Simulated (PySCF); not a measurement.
# Electronic structure of Xe (xenon, neutral) at the UHF level

Configuration: [Kr] 4d10 5s1 5p6 5d1, high-spin 3D determinant (an excited configuration). Computed with PySCF 2.14 in aug-cc-pwCVDZ-PP with ECP28MDF (6s5p4d1f, 48 functions), with scalar relativity through the core potential.

| Property | Result |
| --- | --- |
| Total energy | -327.322126 hartree |
| One-electron energy | -567.5409 hartree |
| Hartree (Coulomb) energy | 262.6359 hartree |
| Exchange energy | -22.4171 hartree |
| ⟨S²⟩ | 2.0104 |
| ⟨L²⟩ | 6.002 |
| Sum of ⟨r⟩ | 33.53 bohr |
| Sum of ⟨r²⟩ | 64.35 bohr² |
| Traceless quadrupole moment −½Σ⟨3z² − r²⟩ along its main axis | 3.23 e·bohr² |

```
shell  electrons  mean orbital energy (hartree)  spread (hartree)  rms radius, mean of both spins (bohr)
 4s α          1                       -8.55794                 0                                  0.768
 4s β          1                       -8.52775                 0                                  0.768
 4p α          3                       -6.29077           0.00419                                  0.819
 4p β          3                       -6.27294           0.00717                                  0.819
 4d α          5                       -2.81933           0.00976                                  0.932
 4d β          5                       -2.80245           0.00931                                  0.932
 5s α          1                       -1.15048                 0                                   1.98
 5p α          3                       -0.57878           0.00934                                   2.43
 5p β          3                       -0.43996           0.02482                                   2.43
 5d α          1                       -0.01086                 0                                   3.34
```

Energies and moments cover only the electrons outside the core potential. The outer electron is Rydberg-like, and this basis confines it to a smaller radius and binds it less than a complete one would.
